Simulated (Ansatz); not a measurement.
Consider the substitution at a C–Se bond: `C[Se]CO` + `C[SiH2]N` → `C[SiH2]NCO` + `C[SeH]`.

Calculated with Ansatz (gas phase, PBE0-D4/def2-TZVP geometries, no zero-point term in ΔE). CCSD(T)/CBS adds triple-zeta CCSD(T) − MP2 to the extrapolated MP2 energy (def2 sets, frozen cores). DFT in def2-TZVPP. For Se outer-core shells are correlated without core-valence functions, which leaves a few kJ/mol of doubt a bond. Scalar relativity is left out up to krypton. One conformer a species, not always the lowest.

```csv
level,ΔE (eV)
PBE-D4,0.18
PBE0,0.14
CCSD/def2-TZVPP,0.11
CCSD/CBS(def2),0.15
```

(1) What does CCSD(T)/CBS give? (Estimate.)

Largest T1 diagnostic among the species: 0.011.

Answers

(1) Computed: +0.17 eV. The listed levels differ from it by 0.01, -0.03, -0.06, -0.02 eV.

In def2-TZVPP, CCSD(T) changes the Hartree–Fock value by +0.11 eV (the triples alone add +0.02 eV) and MP2 by +0.17 eV. From PBE to PBE0 (25 % exact exchange), in def2-TZVPP and without D4, ΔE moves by −0.04 eV.
